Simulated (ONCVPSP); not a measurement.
# Configuration tests for Si (ONCV)

* Element: Si
* Generator: ONCVPSP 4.0.1
* Type: optimised norm-conserving Vanderbilt (ONCV)
* Functional: PBE
* Relativity: scalar-relativistic
* Frozen core: [He]
* Valence charge: 12
* Reference configuration: 2s2 2p6 3s2 3p2
* Partial waves: 2s+3s: rc 0.90 bohr, ncon 4, nbas 8, qcut 16.9 1/bohr, 3 projectors, debl 2.5 Ha; 2p+3p: rc 0.85 bohr, ncon 4, nbas 8, qcut 18.6 1/bohr, 2 projectors; d scattering state at 0.05 Ha: rc 0.90 bohr, ncon 4, nbas 7, qcut 11.7 1/bohr, 2 projectors, debl 3.2 Ha
* Local potential: polynomial inside 0.75 bohr (lpopt 3, dvloc0 -1 Ha)
* Core correction: Teter function, fcfact 2.75, rcfact 1.3

Energies are relative to the spin-unpolarised reference configuration 2s2 2p6 3s2 3p2; without spin polarisation the order of configurations can differ from experiment.

(1) Give the all-electron excitation energy and the error of the potential for: 2s2 2p6 3s2 3p1; 2s2 2p6 3s2 3p0; 2s2 2p6 3s1 3p0; 2s2 2p5 3s2 3p2.

Levels in the configuration 2s2 2p6 3s1 3p0:

| level | all-electron (eV) | pseudo (eV) |
| --- | --- | --- |
| 2s | -175.881 | -175.912 |
| 2p | -132.018 | -131.986 |
| 3s | -39.488 | -39.489 |

## Answers

(1)

| valence configuration | charge | ΔE all-electron (eV) | error AE − PS (meV) |
| --- | --- | --- | --- |
| 2s2 2p6 3s2 3p1 | +1 | 7.740 | +0.3 |
| 2s2 2p6 3s2 3p0 | +2 | 23.733 | +1.9 |
| 2s2 2p6 3s1 3p0 | +3 | 57.704 | +1.0 |
| 2s2 2p5 3s2 3p2 | +1 | 110.045 | +227 |
